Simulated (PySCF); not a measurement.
## Electron correlation in N²⁺ (nitrogen, charge +2)

[He] 2s2 3s1, 2S determinant (an excited configuration). All numbers are calculated (PySCF 2.14, scalar relativity by spin-free X2C-1e, in aug-cc-pCVTZ-DK (7s6p4d2f, 59 functions)). Frozen: nothing; 5 electrons correlated.

```
  level  correlation energy (mhartree)
   CCSD                        -141.24
    (T)                          -2.70
CCSD(T)                        -143.94
```

Diagnostics: T1 = 0.0077, D1 = 0.0232, largest double amplitude 0.139.

The outer electron is Rydberg-like, and this basis confines it to a smaller radius and binds it less than a complete one would.

Cost of the coupled-cluster step: of the order of 9 core-seconds, for 5 correlated electrons.

Iterations:

```
CC2 = 0
CCSD nocc = (np.int64(3), np.int64(2)), nmo = (59, 59)
frozen orbitals [[], []]
max_cycle = 100
direct = 0
conv_tol = 1e-08
conv_tol_normt = 1e-06
diis_space = 8
diis_start_cycle = 0
Init t2, MP2 energy = -0.110995489566163
Init E_corr(UCCSD) = -0.110995489567523
cycle = 1  E_corr(UCCSD) = -0.137057596542484  dE = -0.026062107  norm(t1,t2) = 0.168741
cycle = 2  E_corr(UCCSD) = -0.155721299140189  dE = -0.0186637026  norm(t1,t2) = 0.300228
cycle = 3  E_corr(UCCSD) = -0.128529160443786  dE = 0.0271921387  norm(t1,t2) = 0.544346
cycle = 4  E_corr(UCCSD) = -0.142269881917031  dE = -0.0137407215  norm(t1,t2) = 0.0315116
cycle = 5  E_corr(UCCSD) = -0.140877546901498  dE = 0.00139233502  norm(t1,t2) = 0.037061
cycle = 6  E_corr(UCCSD) = -0.14100545507044  dE = -0.000127908169  norm(t1,t2) = 0.00432493
cycle = 7  E_corr(UCCSD) = -0.141371114352735  dE = -0.000365659282  norm(t1,t2) = 0.00621507
cycle = 8  E_corr(UCCSD) = -0.141274400467749  dE = 9.6713885e-05  norm(t1,t2) = 0.00336789
cycle = 9  E_corr(UCCSD) = -0.141233545392961  dE = 4.08550748e-05  norm(t1,t2) = 0.000868542
cycle = 10  E_corr(UCCSD) = -0.14123725023849  dE = -3.70484553e-06  norm(t1,t2) = 0.000113639
cycle = 11  E_corr(UCCSD) = -0.141237388186232  dE = -1.37947743e-07  norm(t1,t2) = 5.46292e-06
cycle = 12  E_corr(UCCSD) = -0.141237552844024  dE = -1.64657791e-07  norm(t1,t2) = 2.51819e-06
cycle = 13  E_corr(UCCSD) = -0.141237527342389  dE = 2.55016351e-08  norm(t1,t2) = 7.12633e-07
cycle = 14  E_corr(UCCSD) = -0.141237541789312  dE = -1.44469236e-08  norm(t1,t2) = 1.05733e-06
cycle = 15  E_corr(UCCSD) = -0.141237530033918  dE = 1.17553945e-08  norm(t1,t2) = 3.44923e-07
cycle = 16  E_corr(UCCSD) = -0.141237511979885  dE = 1.8054033e-08  norm(t1,t2) = 1.40685e-07
cycle = 17  E_corr(UCCSD) = -0.141237517014772  dE = -5.0348867e-09  norm(t1,t2) = 2.33115e-07
UCCSD converged
E(UCCSD) = -51.97147348087131  E_corr = -0.1412375170147716
UCCSD(T) correction = -0.00270307222386879
```
